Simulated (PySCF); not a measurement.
CH5FN2Si.
SMILES with atom numbers: `[CH2:1]=[N:2][NH:3][SiH2:4][F:5]` (hydrogens: H6, H7 on C1; H8 on N3; H9, H10 on Si4)

Method used: PySCF 2.14.0, PBE0-D3(BJ)/def2-SVP geometry optimisation, gas phase.

Task: Give the optimised bond lengths and angles.

Result: 
```
           bond  length (bohr)
          C1=N2          2.408
          N2–N3          2.539
         N3–Si4          3.304
         Si4–F5          3.065
          C1–H6          2.089
          C1–H7          2.066
          N3–H8          1.918
Si4–H9, Si4–H10          2.812
```

Bonds in one row agree within 0.02 bohr and their mean is given. A selection of angles:
```
     angle  degrees
  N2–C1–H6    124.3
  N2–C1–H7    118.0
  H6–C1–H7    117.7
  C1–N2–N3    119.8
 N2–N3–Si4    129.6
  N2–N3–H8    112.3
 Si4–N3–H8    118.1
 N3–Si4–F5    102.8
 N3–Si4–H9    113.0
N3–Si4–H10    112.1
 F5–Si4–H9    108.8
H9–Si4–H10    110.4
```

Dihedral angles: C1–N2–N3–Si4 4° (synperiplanar); N2–N3–Si4–F5 176° (antiperiplanar). The mirror-image conformer, all signs reversed, is as good.

Si4 (fluorine-bound silicon) is distorted tetrahedral (angles from 102.8° to 113.0°). Of the pairs four or more bonds apart, Si4···H6 is among the closest relative to their van der Waals radii: 2.72 Å, 82 % of the sum of Bondi's values. The 5 heavy atoms lie in one plane (0.017 Å rms). N3 (silicon-bound nitrogen) is planar (angles 129.6°, 118.1° and 112.3°, sum 359.9°, 0.02 Å off the plane of its three neighbours).

Point group: near Cs, missed by 0.09 Å at most; the miss may be what the optimiser left on a soft mode. PBE0-D3(BJ)/def2-SVP frequencies: not computed here. The numbers are those of one conformer.
